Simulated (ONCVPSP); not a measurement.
# selenium (Se): excitation energies, all-electron against ONCV

Se (Z = 34), optimised norm-conserving Vanderbilt (ONCV), made with ONCVPSP 4.0.1 (PBE, scalar-relativistic). Core [Ar] 3d10, reference 4s1.75 4p4.25. Waves: 4s: rc 1.55 bohr, ncon 4, nbas 8, qcut 4.4 1/bohr, 2 projectors, debl 1.6 Ha; 4p: rc 2.00 bohr, ncon 3, nbas 7, qcut 4 1/bohr, 2 projectors, debl 2.9 Ha. Local part: polynomial inside 1.20 bohr (lpopt 2, dvloc0 -1 Ha). Core correction: none.

Energies are relative to the spin-unpolarised reference configuration 4s1.75 4p4.25; without spin polarisation the order of configurations can differ from experiment.

(1) Give the all-electron excitation energy and the error of the potential for: 4s2 4p4; 4s2 4p3; 4s2 4p2; 4s1 4p5.

Levels in the configuration 4s2 4p3:

```json
{"level": "4s", "all-electron (eV)": "-26.859", "pseudo (eV)": "-26.875"}
{"level": "4p", "all-electron (eV)": "-15.407", "pseudo (eV)": "-15.419"}
```

## Answers

(1)

| valence configuration | charge | ΔE all-electron (eV) | error AE − PS (meV) |
| --- | --- | --- | --- |
| 4s2 4p4 | 0 | -2.701 | +1.0 |
| 4s2 4p3 | +1 | 8.145 | -5.1 |
| 4s2 4p2 | +2 | 28.493 | -35 |
| 4s1 4p5 | 0 | 8.181 | +4.4 |
